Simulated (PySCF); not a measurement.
C3H9BBrNO (SMILES COB(Br)N(C)C), singlet, at a GFN2-xTB geometry; CASSCF(2,2)/STO-3G (PySCF).

The PySCF input:
```python
from pyscf import gto, scf, mcscf
import numpy

mol = gto.Mole()
mol.atom = '''
    B    -0.12058922    0.20538310   -0.38374068
    Br    0.32113029   -1.14160266    0.90909247
    O    -0.46085576   -0.14324146   -1.64261966
    C    -0.52410486   -1.46760564   -2.11557023
    H    -1.25613129   -2.05273472   -1.55097745
    H    -0.82509220   -1.42268108   -3.16210377
    H     0.44957578   -1.96042178   -2.03758307
    N    -0.09184969    1.55442425   -0.02707570
    C     0.24931887    2.09477634    1.27133742
    C    -0.42087290    2.59262741   -0.98345106
    H     1.11229677    2.76193952    1.18451192
    H    -0.59173788    2.66971709    1.67064043
    H     0.49248698    1.30098301    1.97312987
    H    -1.27579901    3.17498464   -0.62833492
    H     0.42982614    3.26729315   -1.11491718
    H    -0.66829221    2.13627128   -1.93730858
'''
mol.basis = 'sto-3g'
mol.verbose = 4
mol.build()

mf = scf.RHF(mol)
mf.kernel()
mc = mcscf.CASSCF(mf, 2, 2)
mc.fix_spin_(ss=0.0)
mc.kernel()
occ = numpy.linalg.eigvalsh(mc.fcisolver.make_rdm1(mc.ci, mc.ncas, mc.nelecas))[::-1]
ss = mc.fcisolver.spin_square(mc.ci, mc.ncas, mc.nelecas)[0]
print('natural occupations', occ.round(4), ' <S^2>', round(ss, 4))
```

It wrote (shortened):

```
PySCF version 2.14.0

[INPUT] verbose = 4
[INPUT] num. atoms = 16
[INPUT] num. electrons = 82
[INPUT] charge = 0
[INPUT] spin (= nelec alpha-beta = 2S) = 0
[INPUT] symmetry False subgroup None
[INPUT] Mole.unit = angstrom
[INPUT] Symbol           X                Y                Z      unit          X                Y                Z       unit  Magmom
[...]
nuclear repulsion = 513.814145986491
number of shells = 35
number of NR pGTOs = 171
number of NR cGTOs = 57
basis = sto-3g
ecp = {}

******** <class 'pyscf.scf.hf.RHF'> ********
method = RHF
initial guess = minao
damping factor = 0
level_shift factor = 0
DIIS = <class 'pyscf.scf.diis.CDIIS'>
diis_start_cycle = 1
diis_space = 8
diis_damp = 0
SCF conv_tol = 1e-09
SCF conv_tol_grad = None
SCF max_cycles = 50
direct_scf = True
direct_scf_tol = 1e-13
Set gradient conv threshold to 3.16228e-05
Initial guess from minao.
init E= -2811.84738751223
[...]
cycle= 1 E= -2814.1226063964  delta_E= -2.28  |g|= 0.51  |ddm|= 4.82
[...]
cycle= 2 E= -2814.22630126654  delta_E= -0.104  |g|= 0.154  |ddm|= 0.938
[...]
cycle= 3 E= -2814.23454598009  delta_E= -0.00824  |g|= 0.0416  |ddm|= 0.239
[...]
cycle= 4 E= -2814.23547095728  delta_E= -0.000925  |g|= 0.00762  |ddm|= 0.0919
[...]
cycle= 5 E= -2814.23550420947  delta_E= -3.33e-05  |g|= 0.00212  |ddm|= 0.0172
[...]
cycle= 6 E= -2814.23550741206  delta_E= -3.2e-06  |g|= 0.00062  |ddm|= 0.00557
[...]
cycle= 7 E= -2814.23550761467  delta_E= -2.03e-07  |g|= 0.000126  |ddm|= 0.00138
[...]
cycle= 8 E= -2814.23550762761  delta_E= -1.29e-08  |g|= 3.59e-05  |ddm|= 0.000363
[...]
cycle= 9 E= -2814.23550762851  delta_E= -8.96e-10  |g|= 7.07e-06  |ddm|= 0.000101
[...]
Extra cycle  E= -2814.23550762854  delta_E= -3.37e-11  |g|= 2.92e-06  |ddm|= 1.41e-05
converged SCF energy = -2814.23550762854

******** <class 'pyscf.mcscf.mc1step.CASSCF'> ********
CAS (1e+1e, 2o), ncore = 40, nvir = 15
max_cycle_macro = 50
max_cycle_micro = 4
conv_tol = 1e-07
conv_tol_grad = None
orbital rotation max_stepsize = 0.02
orbital rotation threshold for CI restart = 0.01
augmented hessian ah_max_cycle = 30
augmented hessian ah_conv_tol = 1e-12
augmented hessian ah_linear dependence = 1e-14
augmented hessian ah_level shift = 1e-08
augmented hessian ah_start_tol = 2.5
augmented hessian ah_start_cycle = 3
augmented hessian ah_grad_trust_region = 3
kf_trust_region = 3
kf_interval = 4
ci_response_space = 4
ci_grad_trust_region = 3
with_dep4 0
natorb = False
canonicalization = True
sorting_mo_energy = False
[...]
CASCI E = -2814.23727385281  S^2 = 0.0000000
[...]
macro iter  21 ( 20 JK    4 micro), CASSCF E = -2814.24421772198  dE =  9.60721063e-05  S^2 = 0.0000000
               |grad[o]|=0.0021  |grad[c]|=0.00674  |ddm|=0.00257  |maxRot[o]|=0.0191
macro iter  22 ( 21 JK    4 micro), CASSCF E = -2814.24437539433  dE = -1.57672348e-04  S^2 = 0.0000000
               |grad[o]|=0.00239  |grad[c]|=0.00282  |ddm|=0.000799  |maxRot[o]|=0.0418
macro iter  23 ( 19 JK    4 micro), CASSCF E = -2814.24445860172  dE = -8.32073888e-05  S^2 = 0.0000000
               |grad[o]|=0.00196  |grad[c]|=0.00397  |ddm|=0.000371  |maxRot[o]|=0.023
macro iter  24 ( 21 JK    4 micro), CASSCF E = -2814.24443209585  dE =  2.65058698e-05  S^2 = 0.0000000
               |grad[o]|=0.00163  |grad[c]|=0.00337  |ddm|=6.82e-05  |maxRot[o]|=0.00865
macro iter  25 ( 14 JK    3 micro), CASSCF E = -2814.24456502920  dE = -1.32933347e-04  S^2 = 0.0000000
               |grad[o]|=0.00177  |grad[c]|=0.00148  |ddm|=0.000111  |maxRot[o]|=0.0343
macro iter  26 ( 16 JK    4 micro), CASSCF E = -2814.24461284221  dE = -4.78130169e-05  S^2 = 0.0000000
               |grad[o]|=0.00112  |grad[c]|=0.00172  |ddm|=0.000189  |maxRot[o]|=0.0213
macro iter  27 ( 15 JK    4 micro), CASSCF E = -2814.24464275413  dE = -2.99119147e-05  S^2 = 0.0000000
               |grad[o]|=0.000796  |grad[c]|=0.00108  |ddm|=0.000245  |maxRot[o]|=0.0176
macro iter  28 ( 15 JK    4 micro), CASSCF E = -2814.24465053859  dE = -7.78446656e-06  S^2 = 0.0000000
               |grad[o]|=0.00043  |grad[c]|=0.00106  |ddm|=0.00016  |maxRot[o]|=0.0095
macro iter  29 (  9 JK    3 micro), CASSCF E = -2814.24465360590  dE = -3.06731090e-06  S^2 = 0.0000000
               |grad[o]|=0.000178  |grad[c]|=0.000802  |ddm|=0.000367  |maxRot[o]|=0.0138
macro iter  30 (  3 JK    1 micro), CASSCF E = -2814.24465372658  dE = -1.20673121e-07  S^2 = 0.0000000
               |grad[o]|=0.000196  |grad[c]|=0.00018  |ddm|=0.000194  |maxRot[o]|=0.00229
macro iter  31 (  3 JK    1 micro), CASSCF E = -2814.24465374076  dE = -1.41849341e-08  S^2 = 0.0000000
               |grad[o]|=9.85e-05  |grad[c]|=6.66e-05  |ddm|=8.05e-05  |maxRot[o]|=0.000608
1-step CASSCF converged in  31 macro (558 JK 115 micro) steps
CASSCF canonicalization
Density matrix diagonal elements [1.98813351 0.01186649]
CASSCF energy = -2814.24465374076
CASCI E = -2814.24465374076  E(CI) = -1.84147090500164  S^2 = 0.0000000
natural occupations [1.9889 0.0111]  <S^2> 0.0
```
